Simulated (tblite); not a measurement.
Te, charge -1, doublet; IPEA1-xTB (tblite).

The tblite input:
```
$ tblite run mol.xyz --method ipea1 --charge -1 --spin 1 --json tblite.json --no-restart

# file mol.xyz
1

Te     0.00000000     0.00000000     0.00000000
```

It wrote (shortened):

```
xTB calculator
 | screened Coulomb repulsion
 | Coulomb electrostatics
 |  * isotropic Klopman-Ohno-Mataga-Nishimoto electrostatics
 |  * onsite third-order electrostatics
 | DFT-D3(BJ) dispersion correction

halogen bonding energy    0.0000000000000E+00 Eh
repulsion energy          0.0000000000000E+00 Eh
dispersion energy         0.0000000000000E+00 Eh
number of electrons       7.0000000000000E+00 e
integral cutoff           2.8845721263579E+01 bohr

------------------------------------------------------------
  cycle        total energy    energy error   density error
------------------------------------------------------------
      1     -3.893940100968  -3.8939401E+00   2.7216553E-01
      2     -3.893940100968   0.0000000E+00   1.6329932E-01
      3     -3.893940100968   0.0000000E+00   9.7969793E-06
------------------------------------------------------------

electronic energy        -3.8939401009679E+00 Eh
total energy             -3.8939401009679E+00 Eh

Post processing:
 | Mayer-Wiberg bond orders

[Info] JSON dump of results written to 'tblite.json'
```
